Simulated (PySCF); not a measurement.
## Br(3+) (bromine, charge +3) across methods

[Ar] 3d10 4s2 4p2, high-spin 3P determinant. Calculation: PySCF 2.14, in def2-TZVPPD; the non-relativistic Hamiltonian (point nucleus).

```
 method  E (hartree)  mean ε 4s α (eV)  mean ε 4s β (eV)  mean ε 4p α (eV)  Σ⟨r²⟩ (bohr²)   ⟨S²⟩
r2SCAN0    -2571.569           -57.015           -53.227           -42.816          20.21  2.004
   PBE0    -2571.298           -56.412           -53.094           -42.414          20.22  2.002
    UHF  -2569.98774           -62.304           -55.636           -46.539          20.39  2.007
  B97-3    -2571.383           -56.387           -53.126           -42.346          20.23  2.002
 r2SCAN    -2571.566           -54.985           -51.956           -41.335          20.20  2.003
wB97M-V    -2571.467           -58.889           -55.665           -44.605          20.27  2.002
LC-wPBE    -2571.234           -59.702           -56.385           -45.461          20.20  2.003
    LDA    -2568.013           -54.318           -52.258           -40.802          20.18  2.001
    PBE    -2571.212           -54.128           -51.780           -40.756          20.22  2.001
```
